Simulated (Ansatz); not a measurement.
Geometry optimisation, Ansatz 0.2.0, RKS PBE-D4/def2-SVP.

The input (input.yaml):

```yaml
crystal:
  periodic: [false, false, false]
  atoms:
    - { symbol: C, position_ang: [-1.12039, 1.65853, 0.36068] }
    - { symbol: O, position_ang: [-0.18758, 0.88169, 0.19965] }
    - { symbol: B, position_ang: [0.77294, 0.03546, 0.02581] }
    - { symbol: C, position_ang: [0.46986, -1.473, -0.32489] }
    - { symbol: H, position_ang: [-1.52989, 2.22122, -0.48104] }
    - { symbol: H, position_ang: [-1.55548, 1.81005, 1.3509] }
    - { symbol: H, position_ang: [1.87629, 0.41833, 0.12675] }
    - { symbol: H, position_ang: [0.82457, -1.77182, -1.30643] }
    - { symbol: H, position_ang: [-0.59971, -1.6643, -0.26304] }
    - { symbol: H, position_ang: [0.93101, -2.11806, 0.4221] }
total_charge: 1
basis:
  gaussian: { orbitals: def2-SVP }
hamiltonian:
  xc: pbe
  dispersion: d4
relax:
  f_tol: 0.015
  max_steps: 40
output:
  orbitals: {}
```

Launched with:

```bash
$ ansatz run input.yaml --threads 1 --pin off --max-ram 2048MiB --backend cpu --events-out ev --progress --plain --runs-dir out
```

Where does it end, and by what steps?

The run converged. Limits of this set-up: the dipole of an ion depends on the origin. After 11 steps the energy has fallen by 0.340 eV; H9 moved furthest, 0.14 Å.

```
step  energy less start (eV)  largest force component (eV/Å)  accepted
   0                  0.0000                           3.557       yes
   1                 -0.2497                           1.917       yes
   2                 -0.1092                           1.864        no
   3                 -0.2950                           1.695       yes
   4                 -0.2504                           0.972        no
   5                 -0.3274                           0.630       yes
   6                 -0.3353                           0.232       yes
   7                 -0.3400                           0.058       yes
   8                 -0.3404                           0.017       yes
   9                 -0.3404                           0.019       yes
  10                 -0.3403                           0.047        no
  11                 -0.3404                           0.007       yes
```

```xyz
10
Properties=species:S:1:pos:R:3
C -1.146 1.720 0.381
O -0.244 0.889 0.200
B 0.785 -0.045 -0.002
C 0.439 -1.515 -0.310
H -1.545 2.282 -0.491
H -1.530 1.883 1.412
H 1.874 0.477 0.100
H 0.923 -1.774 -1.279
H -0.635 -1.771 -0.344
H 0.960 -2.148 0.444
```

Whether the end is a true minimum wasn't checked by a vibrational analysis.

Run time: 25 s on 1 thread of Arm Neoverse V2, on a shared host, peak memory 0.12 GiB.
